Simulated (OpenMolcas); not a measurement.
How methods differ on SnSe (SMILES [Se][Sn])

SnSe: 2 atoms, total charge 0, spin state singlet. SMILES: `[Se][Sn]`. The coordinates come from a PBE0-D4/def2-TZVP relaxation.

| atom | x (Å) | y (Å) | z (Å) |
| --- | --- | --- | --- |
| Se | 0.0000 | 0.0000 | 0.0065 |
| Sn | 0.0000 | 0.0000 | 2.3318 |

Each level gives the energy change with the Se1–Sn2 bond stretched from 2.325 to 2.907 Å (eV). The values are calculated.

```
                                                level                 kind     program  value (eV)
                   MP2/ANO-RCC-MB (DKH2) (restricted)  perturbation theory  OpenMolcas        0.44
                  MP2/ANO-RCC-VDZ (DKH2) (restricted)  perturbation theory  OpenMolcas        0.86
                 MP2/ANO-RCC-VDZP (DKH2) (restricted)  perturbation theory  OpenMolcas        1.58
                 MP2/ANO-RCC-VTZP (DKH2) (restricted)  perturbation theory  OpenMolcas        1.81
RI-MP2/ANO-RCC-VQZP (DKH2, RICD fitting) (restricted)  perturbation theory  OpenMolcas        1.90
```

The first shape isn't each level's own minimum. The values span 0.44 to 1.90 eV. In the correlated wave-function rows the outer d shell of Se, Sn is correlated, in sets not made for it. Without the sets that lack polarisation functions the rows with a basis span only 1.58 to 1.90 eV.
